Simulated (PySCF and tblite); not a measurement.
Results of a calculation; reference values are marked as such.
2 diastereomers of C₅H₄N₂, numbered alike:

| isomer | SMILES | descriptors (one enantiomer) |
| --- | --- | --- |
| A | [N:1]#[C:2][C@@H:3]1[CH2:4][C@@H:5]1[C:6]#[N:7] | 3R, 5S |
| B | [N:1]#[C:2][C@H:3]1[CH2:4][C@@H:5]1[C:6]#[N:7] | 3S, 5S |

Each isomer is a Boltzmann average at 298.15 K over at most 6 conformers: GFN2-xTB geometries, energies PBE0/def2-TZVP (D3(BJ) added where defined), GFN2-xTB thermal terms. Programs: PySCF with density fitting and tblite.

Rank the isomers by free energy at 298.15 K.


| isomer | ΔG (kcal/mol) | ΔE, lowest conformer | conformers | largest weight % | rms dipole (D) |
| --- | --- | --- | --- | --- | --- |
| B | 0.0 | 0.0 | 1 | 100 | 2.70 |
| A | 1.2 | 1.5 | 1 | 100 | 6.49 |

ΔG is for one enantiomer.

If they could interconvert freely, what would the mixture hold (chiral isomers as racemates)?

B 93 %, A 7 %. A racemate gains RT ln 2.
